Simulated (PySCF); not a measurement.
# How methods differ on the electron affinity of Hf

Hf⁻ [Xe] 4f14 5d3 6s2 (4F) → Hf [Xe] 4f14 5d2 6s2 (3F), as a difference of total energies. Computed with PySCF 2.14 in x2c-TZVPPall with one added diffuse shell each of s, p, d, f type (12s8p8d4f1g, 113 functions), with scalar relativity by spin-free X2C-1e. Correlated levels: valence and next inner shell: [Kr] 4d10 4f14 frozen. The calculations carry no spin-orbit coupling.

| method | electron affinity (eV) |
| --- | --- |
| UHF | -1.082 |
| MP2 (valence and next inner shell) | -0.749 |
| SCS-MP2 (valence and next inner shell) | -1.059 |
| CCSD (valence and next inner shell) | -0.423 |
| CCSD(T) (valence and next inner shell) | -0.263 |

A first-order spin-orbit estimate (lowest level to lowest level, LS coupling) adds -0.072 eV.

The configuration of this anion was assumed by filling the next shell in order. It is not the known or likely ground configuration (Ca⁻, Sr⁻ and Ba⁻, for instance, bind a p electron), so these values are not the electron affinity of the element.

A negative affinity means that the anion lies above the atom at that level of theory.

The coupled-cluster amplitudes are large for Hf⁻ (T1 above 0.03 or a double amplitude above 0.15), so a single reference is strained.
